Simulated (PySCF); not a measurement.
Excitations are Tamm–Dancoff values on a coarser integration grid. The basis has no diffuse functions, so Rydberg states are missing or too high.

Cartesian coordinates (Å):
```xyz
19

B      2.4869    -1.6471     0.0645
C      1.1659    -0.8605     0.0460
C     -0.0494    -1.5170     0.2758
C     -1.2908    -0.8448     0.2707
C     -2.5013    -1.5650     0.5121
C     -3.5271    -2.1791     0.7179
C     -1.3230     0.5319     0.0271
C     -0.1357     1.2376    -0.2092
C      0.0457     2.6374    -0.4766
C      1.3543     2.9587    -0.6551
S      2.4217     1.6013    -0.5104
C      1.0929     0.5323    -0.1964
H      2.4729    -2.8365     0.2769
H      3.5420    -1.0897    -0.1317
H     -0.0388    -2.5921     0.4671
H     -4.4351    -2.7236     0.8998
H     -2.2814     1.0555     0.0221
H     -0.7707     3.3582    -0.5306
H      1.7710     3.9425    -0.8698
```
Charge 0, multiplicity 1.

Task: Predict the S1–T1 gap (TDA), total energy and dipole moment from PBE-D3(BJ)/def2-TZVP // PBE0-D3(BJ)/def2-SVP (PySCF).

Result: 
```
Property                Value
---------------  ------------
S1–T1 gap (TDA)       0.57 eV
total energy     -21979.08 eV
dipole moment          2.13 D
```
